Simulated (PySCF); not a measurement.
C9H13N.
Cartesian coordinates in Å at the GFN2-xTB level; atoms count from 1:
```xyz
23
C9H13N angstrom
C     -1.7018   -0.6936    1.0407
C     -0.9560    0.0604   -0.0630
C     -1.3792   -0.5210   -1.4191
C     -1.3469    1.5429    0.0120
C      0.5513   -0.0575    0.0730
C      1.1758   -0.7733    1.0890
C      2.5609   -0.8256    1.1329
N      3.3476   -0.2293    0.2562
C      2.7617    0.4534   -0.7132
C      1.3897    0.5692   -0.8480
H     -1.4735   -1.7568    1.0118
H     -1.4477   -0.3017    2.0232
H     -2.7745   -0.5770    0.8998
H     -0.9303    0.0265   -2.2433
H     -2.4607   -0.4696   -1.5250
H     -1.0737   -1.5625   -1.4963
H     -2.4279    1.6464   -0.0519
H     -0.9022    2.1120   -0.7998
H     -1.0135    1.9752    0.9533
H      0.6111   -1.2907    1.8464
H      3.0671   -1.3769    1.9156
H      3.4311    0.9314   -1.4172
H      0.9871    1.1449   -1.6670
```

Probes without a nucleus sit at each ring's centroid and 1 Å off its mean plane on both sides; NICS is minus the shielding there, NICSzz its component along the normal. Level: GIAO PBE0/pcSseg-1 (PySCF, non-relativistic, gas phase) on the GFN2-xTB geometry, one conformer.

Ring bond lengths (Å), with Mayer bond orders in brackets: C5–C6 1.391 (1.45), C6–C7 1.387 (1.39), C7–N8 1.320 (1.50), N8–C9 1.323 (1.47), C9–C10 1.384 (1.43), C10–C5 1.394 (1.37).

Question: What do the NICS probes read (ppm)?

Answer: 
| ring | type | NICS(0) | NICS(1), two faces | NICS(1)zz, two faces | rms pucker (Å) | centre to ring atoms, mean (Å) |
| --- | --- | --- | --- | --- | --- | --- |
| C5–C6–C7–N8–C9–C10 | 6-membered ring with N; formal bonds all aromatic | -7.5 | -11.3 / -11.3 | -27.9 / -27.9 | 0.00 | 1.37 |

Question: What do they say, and how far can they be read as aromaticity?

Answer: 
- C5–C6–C7–N8–C9–C10: mean NICS(1)zz -27.9 ppm, shielded. For a flat ring without four-coordinate atoms the NICS criterion counts such a value as aromatic.

Question: What does the geometric index give? HOMA = 1 − mean of α(R − Ropt)² over the ring bonds, with Krygowski's 1993 parameters (CC: Ropt 1.388 Å, α 257.7 Å⁻²; CN: Ropt 1.334 Å, α 93.52 Å⁻²).

Answer: 
- C5–C6–C7–N8–C9–C10: HOMA 0.99; the largest term is that of C7–N8, α(R − Ropt)² = 0.02. The geometric and the magnetic index point the same way.

Question: At the first NICS(1) probe listed for ring C5–C6–C7–N8–C9–C10, 1 Å off the ring, what do the in-plane components average?

Answer: The isotropic value is a third of the trace: (3 × -11.3 − (-27.9))/2 = -3.0 ppm.
